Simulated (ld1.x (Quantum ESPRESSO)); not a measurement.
bismuth (Bi), TM: configuration errors across variants

Bi, norm-conserving Troullier–Martins (Kleinman–Bylander form), made with ld1.x (Quantum ESPRESSO) 7.5 (LDA (PZ), scalar-relativistic). Core [Xe] 4f14, reference 5d10 6s2 6p2.5 (charge +0.5). Waves: 6p (bound): rc 2.55 bohr; 5d (bound): rc 1.75 bohr; 6s (bound): rc 1.85 bohr. Local part: the s channel. Core correction: a·sin(br)/r model core, default radius (core density twice the valence density).

All-electron excitation energies from the reference (eV): (1) 5d10 6s2 6p3 -3.208; (2) 5d10 6s2 6p2 4.946; (3) 5d10 6s2 6p1 20.511; (4) 5d10 6s2 6p3.3 -4.360; (5) 5d10 6s1 6p4 6.969; (6) 5d9 6s2 6p3 30.240; (7) 5d10 6s1 6p3 15.841; (8) 5d10 6s2 6p2.5 spin -0.784; (9) 5d10 6s2 6p3 spin -4.232.

Spin tests fill each open shell by Hund’s rule, majority spin first.

Errors AE − PS in meV (a dash: test not solved or not reliable):

| change | (1) | (2) | (3) | (4) | (5) | (6) | (7) | (8) | (9) | bound ghosts |
| --- | --- | --- | --- | --- | --- | --- | --- | --- | --- | --- |
| base | +1.8 | -2.1 | -9.0 | +2.6 | -5.3 | -203 | -4.7 | +5.8 | +9.1 | none |
| all radii but the core radius scaled by about 0.75 (s 1.38, p 1.92, d 1.32 bohr) | +1.5 | -2.1 | -8.2 | +2.3 | -14 | -3.8 | -8.7 | +4.2 | +6.8 | none |
| all radii but the core radius scaled by about 0.84 (s 1.56, p 2.14, d 1.48 bohr) | +1.7 | -2.1 | -8.8 | +2.5 | -6.2 | -155 | -4.5 | +5.9 | +9.0 | none |
| all radii but the core radius scaled by about 0.90 (s 1.68, p 2.30, d 1.58 bohr) | +1.7 | -2.1 | -8.8 | +2.6 | -6.4 | -195 | -5.3 | +6.8 | +10 | none |
| all radii but the core radius scaled by about 0.95 (s 1.74, p 2.42, d 1.66 bohr) | +1.7 | -2.1 | -8.8 | +2.6 | -6.2 | -201 | -5.4 | – | +10 | none |
| all radii but the core radius scaled by about 1.17 (s 2.16, p 2.98, d 2.04 bohr) | – | -2.1 | -12 | +2.8 | -0.4 | -135 | +1.3 | -2.8 | -0.9 | none |
| all radii but the core radius scaled by about 1.26 (s 2.34, p 3.22, d 2.20 bohr) | +1.8 | -2.3 | -17 | +2.8 | +3.1 | -52 | +7.3 | -13 | -12 | none |
| all radii but the core radius scaled by about 1.32 (s 2.44, p 3.36, d 2.30 bohr) | +1.8 | -2.2 | -18 | +2.9 | +3.4 | -11 | +8.6 | -16 | -16 | none |
| all radii but the core radius scaled by about 1.38 (s 2.54, p 3.52, d 2.42 bohr) | +1.8 | -2.5 | -21 | +3.1 | +2.9 | +58 | +10 | -21 | -22 | none |

Task: Give the same row for: all radii but the core radius scaled by about 1.09 (s 2.02, p 2.78, d 1.92 bohr).

Result: +1.8, -2.1, -10, +2.7, -1.9, -172, -1.2, +1.0, +3.5; bound ghosts: none.
